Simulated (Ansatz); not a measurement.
`O[Si]F` + HBr → `O[Si]Br` + H–F at 500 K and 1 bar (ligand exchange at the Si–F bond).

Gas-phase electronic energies from Ansatz, PBE0-D4/def2-TZVP geometries. CBS: MP2 limit from def2 TZ/QZ plus the TZ coupled-cluster correction, frozen cores. This one scheme is used for every species. For Br outer-core shells are correlated without core-valence functions, which leaves a few kJ/mol of doubt a bond. Scalar relativity is left out up to krypton. Each species was taken in one conformer, which may not be the lowest.

| species | CCSD(T)/CBS energy (Eh) | H − E (kJ/mol) | S (J/(mol·K)) |
| --- | --- | --- | --- |
| `O[Si]F` | -464.72778 | 66.8 | 297.2 |
| HBr | -2573.91920 | 30.5 | 213.7 |
| `O[Si]Br` | -2938.23569 | 65.4 | 323.3 |
| H–F | -100.39570 | 39.4 | 188.7 |

H − E and S are ideal-gas, rigid-rotor, harmonic terms from PBE0-D4/def2-TZVP, for one conformer and one mirror image of each species. 1 Eh = 2625.50 kJ/mol, R = 8.31446 J/(mol·K).

**Question.** By hand: ΔE, ΔH, ΔS and ΔG.

**Answer.** ΔE = (-2938.23569) + (-100.39570) − (-464.72778) − (-2573.91920) = 0.01559 Eh = 40.9 kJ/mol. Δ(H − E) = 65.4 + 39.4 − 66.8 − 30.5 = 7.5, so ΔH = 48.4 kJ/mol. ΔS = 323.3 + 188.7 − 297.2 − 213.7 = 1.1 J/(mol·K). ΔG = 48.4 − 500 × (1.1)/1000 = 47.9 kJ/mol.

**Question.** By hand: the equilibrium constant, and the temperature at which ΔG would vanish if ΔH and ΔS stayed fixed.

**Answer.** log₁₀ K = −ΔG/(RT ln 10) = -5.0. ΔG = 0 at ΔH/ΔS = 44000 K, far beyond where these terms or the molecules hold.

The number of gas molecules stays the same, so ΔS is small and ΔH decides. A doubt of 5 kJ/mol in ΔE shifts log₁₀ K by 0.5 here. Other conformers and mirror images would add mixing entropy, several J/(mol·K) or more a flexible species. These are equilibria of isolated gas molecules and say nothing of rates. Largest T1 diagnostic: 0.015 (customary marks: 0.02 for closed shells, 0.045 for open ones).
